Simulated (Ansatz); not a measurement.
Reactions of `N=C(F)S[SiH2]N`.

Program: Ansatz. Geometries: PBE0-D4/def2-TZVP. ΔE: electronic, gas phase. CCSD(T)/CBS is the MP2 limit (def2-TZVPP, def2-QZVPP) plus CCSD(T) − MP2 in def2-TZVPP, frozen cores. This one scheme is used for every species, atoms too. DFT in def2-TZVPP. No spin–orbit coupling; open shells (•) take unrestricted orbitals. Spin–orbit coupling would lower the free atoms: a little for C, F, S, Si. For Ge outer-core shells are correlated without core-valence functions, so the limit isn't a true one: a few kJ/mol of doubt a bond, and 10 to 20 or more in all where bonds break to atoms. Scalar relativity is left out up to krypton. Each species was taken in one conformer, which may not be the lowest.

```json
{"reaction": "`N=C(F)S[SiH2]N` + `N=C[SiH3]` → `N=C([SiH3])[SiH2]N` + `N=C(F)S`", "HF/CBS(def2) (kJ/mol)": "77", "r2SCAN-D4 (kJ/mol)": "71", "ωB97M-V (kJ/mol)": "72", "B2PLYP (kJ/mol)": "72", "CCSD(T)/CBS(def2) (kJ/mol)": "72"}
{"reaction": "`N=C(F)S[SiH2]N` → C• + F• + 5 H• + 2 N• + S• + Si•", "HF/CBS(def2) (kJ/mol)": "2609", "r2SCAN-D4 (kJ/mol)": "3940", "ωB97M-V (kJ/mol)": "3964", "B2PLYP (kJ/mol)": "3886", "CCSD(T)/CBS(def2) (kJ/mol)": "3928"}
{"reaction": "`N=C(F)S[SiH2]N` + `[AlH2][SH]` → `N[SiH2][S][AlH2]` + `N=C(F)S`", "HF/CBS(def2) (kJ/mol)": "-5", "r2SCAN-D4 (kJ/mol)": "-7", "ωB97M-V (kJ/mol)": "-4", "B2PLYP (kJ/mol)": "-4", "CCSD(T)/CBS(def2) (kJ/mol)": "-6"}
{"reaction": "`N=C(F)S[SiH2]N` + `BN` → `BNC(=N)F` + `N[SiH2]S`", "HF/CBS(def2) (kJ/mol)": "-37", "r2SCAN-D4 (kJ/mol)": "-11", "ωB97M-V (kJ/mol)": "-13", "B2PLYP (kJ/mol)": "-13", "CCSD(T)/CBS(def2) (kJ/mol)": "-12"}
{"reaction": "`N=C(F)S[SiH2]N` + H₂S → `N=C(F)S` + `N[SiH2]S`", "HF/CBS(def2) (kJ/mol)": "-2", "r2SCAN-D4 (kJ/mol)": "3", "ωB97M-V (kJ/mol)": "6", "B2PLYP (kJ/mol)": "3", "CCSD(T)/CBS(def2) (kJ/mol)": "5"}
{"reaction": "`N=C(F)S[SiH2]N` + `[NH2][GeH2][OH]` → `N[SiH2][O][GeH2][NH2]` + `N=C(F)S`", "HF/CBS(def2) (kJ/mol)": "-82", "r2SCAN-D4 (kJ/mol)": "-63", "ωB97M-V (kJ/mol)": "-66", "B2PLYP (kJ/mol)": "-67", "CCSD(T)/CBS(def2) (kJ/mol)": "-65"}
{"reaction": "`N=C(F)S[SiH2]N` + `N[SiH](N)F` → `N[SiH2]N[SiH](N)F` + `N=C(F)S`", "HF/CBS(def2) (kJ/mol)": "-8", "r2SCAN-D4 (kJ/mol)": "-3", "ωB97M-V (kJ/mol)": "-5", "B2PLYP (kJ/mol)": "-4", "CCSD(T)/CBS(def2) (kJ/mol)": "-5"}
{"reaction": "`N=C(F)S[SiH2]N` + `[SiH3]Cl` → `N[SiH2][SiH2]Cl` + `N=C(F)S`", "HF/CBS(def2) (kJ/mol)": "79", "r2SCAN-D4 (kJ/mol)": "70", "ωB97M-V (kJ/mol)": "77", "B2PLYP (kJ/mol)": "75", "CCSD(T)/CBS(def2) (kJ/mol)": "73"}
{"reaction": "`N=C(F)S[SiH2]N` + `SS` → `N[SiH2]SS` + `N=C(F)S`", "HF/CBS(def2) (kJ/mol)": "-1", "r2SCAN-D4 (kJ/mol)": "-5", "ωB97M-V (kJ/mol)": "-2", "B2PLYP (kJ/mol)": "-3", "CCSD(T)/CBS(def2) (kJ/mol)": "-5"}
{"reaction": "`N=C(F)S[SiH2]N` → `N=C(F)S` + `N[SiH]`", "HF/CBS(def2) (kJ/mol)": "211", "r2SCAN-D4 (kJ/mol)": "236", "ωB97M-V (kJ/mol)": "218", "B2PLYP (kJ/mol)": "214", "CCSD(T)/CBS(def2) (kJ/mol)": "224"}
```

Largest T1 diagnostic: 0.015, for `N[SiH]`.
